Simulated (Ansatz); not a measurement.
Method: frozen-core CCSD(T)/def2-TZVPP // B3LYP-D3(BJ)/def2-TZVP in Ansatz (an electronic-structure program).

Ansatz 0.2 input:
```yaml
crystal:
  periodic: [false, false, false]
  atoms:
    - { symbol: Sn, position_ang: [-1.618469, 0.090093, 0.033988] }
    - { symbol: Sn, position_ang: [1.61847, -0.090095, -0.033988] }
    - { symbol: H, position_ang: [-1.741219, 1.58564, 0.820819] }
    - { symbol: H, position_ang: [-1.878681, 0.038763, -1.639484] }
    - { symbol: H, position_ang: [-1.900108, -1.317227, 0.934534] }
    - { symbol: H, position_ang: [1.878495, -0.042212, 1.639615] }
    - { symbol: H, position_ang: [1.90025, 1.319065, -0.931608] }
    - { symbol: H, position_ang: [1.741263, -1.584026, -0.823876] }
basis:
  gaussian: { orbitals: def2-TZVPP }
correlation:
  method: ccsd_t
total_charge: 1
magnetization:
  spin_polarized: true
  initial_magnetization: 1
```

Output:

```
Functional definition: HF
1378 factors; integrals over basis functions are off by at most 1.4e-3 eV
mean field evaluation 1: about -11696.4988 eV, gradient 9.1e0 eV
mean field evaluation 2: about -11696.5036 eV, gradient 9.1e0 eV
mean field evaluation 4: about -11697.5331 eV, gradient 9.9e-1 eV
mean field evaluation 8: about -11697.5420 eV, gradient 2.2e-3 eV
mean field evaluation 16: about -11697.5417 eV, gradient 1.1e-1 eV
mean field -11697.54203484 eV, -429.8767409014 hartree, gradient 5.5e-6 eV, S^2 0.755117; 0 other end points of the search recorded, 0 dependent functions left out
8 core orbitals not correlated
reference -11697.54203484 eV, -429.8767409014 hartree; 17, 16 occupied and 159, 160 virtual orbitals, 1378 factors
second order -17.52690206 eV of doubles, -0.00000000 eV of singles
cycle   1  -17.58543685 eV  change   -5.9e-2 eV  update   1.1e-1
cycle   2  -18.14343984 eV  change   -5.6e-1 eV  update   3.3e-2
cycle   3  -18.20730650 eV  change   -6.4e-2 eV  update   1.4e-2
cycle   4  -18.19877876 eV  change    8.5e-3 eV  update   4.0e-3
cycle   5  -18.19911808 eV  change   -3.4e-4 eV  update   1.5e-3
cycle   6  -18.19899607 eV  change    1.2e-4 eV  update   5.7e-4
cycle   7  -18.19899548 eV  change    5.9e-7 eV  update   1.8e-4
cycle   8  -18.19909234 eV  change   -9.7e-5 eV  update   5.8e-5
cycle   9  -18.19910604 eV  change   -1.4e-5 eV  update   1.9e-5
perturbative correction -0.44085390 eV, -0.0162010819 hartree
Total energy: -11716.18199477 eV, -430.5617467945 hartree
```

Cost: around 9 core-minutes (rough).
